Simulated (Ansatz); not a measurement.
Total energies of MoCl₆ from Ansatz at PBE-D4/def2-TZVPD, gas phase (1 Eh = 27.2114 eV = 2625.5 kJ/mol). The reference geometry is relaxed at r2SCAN-D4/def2-SVP.

```tsv
state	geometry	energy (Eh)
charge 0 singlet	reference	-2828.64970
charge -1 doublet	reference	-2828.79462
free Mo atom (septet)	–	-68.12409
free Cl atom (doublet)	–	-459.95933
```

In the def2 sets Mo takes a core potential; there is no spin–orbit coupling.

Task: Work out the vertical electron affinity, to the doublet.

Result: E(charge 0 singlet) − E(charge -1 doublet) = -2828.64970 − (-2828.79462) = 0.14492 Eh = 3.94 eV.

Task: What is the binding energy per atom against free atoms?

Result: Atoms: 1 × (-68.12409) + 6 × (-459.95933) = -2827.88007 Eh. Binding: -2827.88007 − (-2828.64970) = 0.76963 Eh = 20.94 eV, or 2.99 eV for each of 7 atoms (no zero-point energy, no counterpoise term).
